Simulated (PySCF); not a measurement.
C₂H₆Se, charge +1, doublet, at a GFN2-xTB geometry (a state made from the parent by changing its charge; the spin is typed, not shown lowest), with bond 9-3 at 1.6 times its length. Base run: DF-TPSS/6-311G** run with PySCF.

PySCF was given this input:
```python
from pyscf import gto, scf, dft

mol = gto.Mole()
mol.atom = '''
    C     1.436470   -0.331923    0.772336
    Se    0.017764    0.164309   -0.425847
    C    -1.497411   -0.231766    0.688597
    H     1.393350   -1.403507    0.971916
    H     2.392745   -0.089717    0.313587
    H     1.333710    0.202497    1.716881
    H    -1.448497   -1.264247    1.034894
    H    -2.410755   -0.076873    0.118171
    H    -1.499748    0.822999    2.079217
'''
mol.basis = '6-311g**'
mol.charge = 1
mol.spin = 1
mol.verbose = 4
mol.build()

mf = dft.UKS(mol)
mf.xc = 'tpss'
mf = mf.density_fit(auxbasis='def2-universal-jkfit')
mf.kernel()
mf.analyze()
```

Variants of this job, named by their change:

| change | ΔE vs base (µEh) | SCF cycles | <S^2> | outcome |
|---|---|---|---|---|
| base | 0.0 | 15 | 0.774 | converged |
| diis_space = 12 | 0.0 | 14 | 0.774 | converged |
| DIIS = EDIIS | - | 50 | - | not converged |
| conv_tol = 1e-4 | 29.3 | 8 | 0.772 | converged |
| DIIS = ADIIS | 0.0 | 27 | 0.774 | converged |
| diis_space = 2 | - | 50 | - | not converged |
| init_guess = mod_huckel | 0.0 | 16 | 0.774 | converged |
| damp = 0.5; diis_start_cycle = 5 | 0.0 | 16 | 0.774 | converged |
| diis = off; damp = 0.3 (with mf.diis_start_cycle = 200; with mf.max_cycle = 150) | - | - | - | cut at the time limit |
| conv_tol = 1e-6 | 0.1 | 12 | 0.774 | converged |
| init_guess = huckel | 0.0 | 16 | 0.774 | converged |
| init_guess = vsap | 0.0 | 15 | 0.774 | converged |
| level_shift = 0.1 (with mf.max_cycle = 100) | 0.0 | 17 | 0.774 | converged |

Open shells are given as the SCF converged; they aren't shown to be the lowest states, and a large step between rows can be another state.
